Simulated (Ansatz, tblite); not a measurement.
Forces on [WS4]2- (WS₄²⁻) at its PBE0-D4/def2-SVPD geometry. Charge -2, multiplicity 1.

In the def2 sets W takes a core potential; there is no spin–orbit coupling. The xTB rows come from tblite. A multiply charged anion in the gas phase is held together partly by the finite basis. Removing one electron lowers the energy by 0.33 eV at PBE0-D4/def2-TZVPD, so it isn't bound. At BLYP-D4/def2-TZVPD, PBE0-D4/def2-TZVPD the highest occupied level of the charge -2 singlet lies above zero (up to 2.91 eV). By energy differences it is unbound by 0.70 eV (vertical, against the charge -1 doublet, at BLYP-D4/def2-TZVPD) and held by the finite basis.

GFN2-xTB (tblite), largest force 0.41 eV/Å:

```xyz
5
positions Å, forces eV/Å
W     0.000    0.000    0.000   -0.002    0.002   -0.002
S     0.294   -0.558    2.127    0.054   -0.103    0.390
S     1.837    0.978   -0.769    0.335    0.179   -0.140
S    -1.710    1.404   -0.166   -0.310    0.255   -0.031
S    -0.421   -1.824   -1.192   -0.077   -0.332   -0.217
```

BLYP-D4/def2-TZVPD (Ansatz), largest force 0.68 eV/Å:

```
W -0.003 0.001 -0.002
S 0.091 -0.172 0.653
S 0.563 0.300 -0.235
S -0.522 0.428 -0.052
S -0.129 -0.558 -0.365
```

PBE0-D4/def2-TZVPD (Ansatz), largest force 0.24 eV/Å:

```
W -0.003 0.001 -0.002
S -0.030 0.059 -0.225
S -0.196 -0.104 0.082
S 0.184 -0.151 0.017
S 0.044 0.195 0.127
```
